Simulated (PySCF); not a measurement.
## Tl⁺ (thallium, charge +1) across methods

[Xe] 4f14 5d10 6s1 7s1, high-spin 3S determinant (an excited configuration). Calculation: PySCF 2.14, in aug-cc-pwCVDZ-PP with ECP60MDF; scalar relativity through the core potential. The B2PLYP total includes its PT2 part (frozen core); its orbital energies are those of the SCF part.

| method | E (hartree) | mean ε 5d β (eV) | mean ε 6s α (eV) | mean ε 7s α (eV) | Σ⟨r²⟩ (bohr²) | ⟨S²⟩ |
| --- | --- | --- | --- | --- | --- | --- |
| LDA | -171.5584 | -28.006 | -21.161 | -6.036 | 76.68 | 2.000 |
| B2PLYP | -171.5138 | -31.920 | -22.524 | -6.472 | 79.05 | 2.001 |
| PBE | -171.8571 | -27.839 | -20.776 | -6.001 | 77.42 | 2.001 |
| MN15 | -171.4915 | -30.380 | -22.808 | -6.372 | 76.71 | 2.000 |
| PBE0 | -171.8283 | -29.973 | -21.746 | -6.341 | 78.28 | 2.001 |
| PBEsol | -171.6555 | -27.842 | -20.882 | -5.998 | 77.50 | 2.001 |
| r2SCAN | -171.8976 | -28.348 | -20.991 | -5.980 | 77.94 | 2.001 |
| r2SCANh | -171.8762 | -29.140 | -21.382 | -6.105 | 78.07 | 2.001 |

(1) Estimate the same row for UHF.

Energies and moments cover only the electrons outside the core potential. Spin-orbit coupling, which splits the p, d and f shells strongly at this Z, is absent. The outer electron is Rydberg-like, and this basis confines it to a smaller radius and binds it less than a complete one would.

Results:

(1) E (hartree) = -170.91147; mean ε 5d β (eV) = -35.247; mean ε 6s α (eV) = -23.789; mean ε 7s α (eV) = -7.004; Σ⟨r²⟩ (bohr²) = 81.15; ⟨S²⟩ = 2.001.
